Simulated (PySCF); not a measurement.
**Spinor energies of Pr⁵⁺ (praseodymium, charge +5)**

Start: [Xe]. Calculated with PySCF 2.14 in x2c-TZVPPall-2c with one added diffuse shell each of s, p, d, f type (12s12p11d5f2g, 156 functions): generalised Hartree-Fock with the X2C-1e Hamiltonian and a Gaussian nucleus; spin-orbit coupling (SO) screened by Boettger's factors.

```json
{"spinor shell": "1s1/2", "electrons": "2", "ε, screened SO (eV)": "-42261.8", "weight of nominal j (screened SO)": "1.000", "rms radius, screened SO (bohr)": "0.0275"}
{"spinor shell": "2s1/2", "electrons": "2", "ε, screened SO (eV)": "-6974.8", "weight of nominal j (screened SO)": "1.000", "rms radius, screened SO (bohr)": "0.111"}
{"spinor shell": "2p1/2", "electrons": "2", "ε, screened SO (eV)": "-6581.3", "weight of nominal j (screened SO)": "1.000", "rms radius, screened SO (bohr)": "0.0958"}
{"spinor shell": "2p3/2", "electrons": "4", "ε, screened SO (eV)": "-6095.4", "weight of nominal j (screened SO)": "1.000", "rms radius, screened SO (bohr)": "0.102"}
{"spinor shell": "3s1/2", "electrons": "2", "ε, screened SO (eV)": "-1615.4", "weight of nominal j (screened SO)": "1.000", "rms radius, screened SO (bohr)": "0.290"}
{"spinor shell": "3p1/2", "electrons": "2", "ε, screened SO (eV)": "-1447.0", "weight of nominal j (screened SO)": "1.000", "rms radius, screened SO (bohr)": "0.282"}
{"spinor shell": "3p3/2", "electrons": "4", "ε, screened SO (eV)": "-1348.3", "weight of nominal j (screened SO)": "1.000", "rms radius, screened SO (bohr)": "0.294"}
{"spinor shell": "3d3/2", "electrons": "4", "ε, screened SO (eV)": "-1057.1", "weight of nominal j (screened SO)": "1.000", "rms radius, screened SO (bohr)": "0.266"}
{"spinor shell": "3d5/2", "electrons": "6", "ε, screened SO (eV)": "-1036.1", "weight of nominal j (screened SO)": "1.000", "rms radius, screened SO (bohr)": "0.269"}
{"spinor shell": "4s1/2", "electrons": "2", "ε, screened SO (eV)": "-402.47", "weight of nominal j (screened SO)": "1.000", "rms radius, screened SO (bohr)": "0.654"}
{"spinor shell": "4p1/2", "electrons": "2", "ε, screened SO (eV)": "-336.44", "weight of nominal j (screened SO)": "1.000", "rms radius, screened SO (bohr)": "0.675"}
{"spinor shell": "4p3/2", "electrons": "4", "ε, screened SO (eV)": "-314.45", "weight of nominal j (screened SO)": "1.000", "rms radius, screened SO (bohr)": "0.701"}
{"spinor shell": "4d3/2", "electrons": "4", "ε, screened SO (eV)": "-203.13", "weight of nominal j (screened SO)": "1.000", "rms radius, screened SO (bohr)": "0.757"}
{"spinor shell": "4d5/2", "electrons": "6", "ε, screened SO (eV)": "-199.11", "weight of nominal j (screened SO)": "1.000", "rms radius, screened SO (bohr)": "0.766"}
{"spinor shell": "5s1/2", "electrons": "2", "ε, screened SO (eV)": "-109.02", "weight of nominal j (screened SO)": "1.000", "rms radius, screened SO (bohr)": "1.48"}
{"spinor shell": "5p1/2", "electrons": "2", "ε, screened SO (eV)": "-86.182", "weight of nominal j (screened SO)": "1.000", "rms radius, screened SO (bohr)": "1.61"}
{"spinor shell": "5p3/2", "electrons": "4", "ε, screened SO (eV)": "-82.169", "weight of nominal j (screened SO)": "1.000", "rms radius, screened SO (bohr)": "1.67"}
```

```
   quantity  screened SO
E (hartree)  -9230.70832
        M_J            0
       ⟨J²⟩        0.000
       ⟨L²⟩        0.041
       ⟨S²⟩        0.041
```

Breit and QED terms are absent; they matter most for the inner s and p1/2 levels.

Densities and radii are taken from the X2C orbitals without a picture-change correction, which distorts them close to the nucleus.
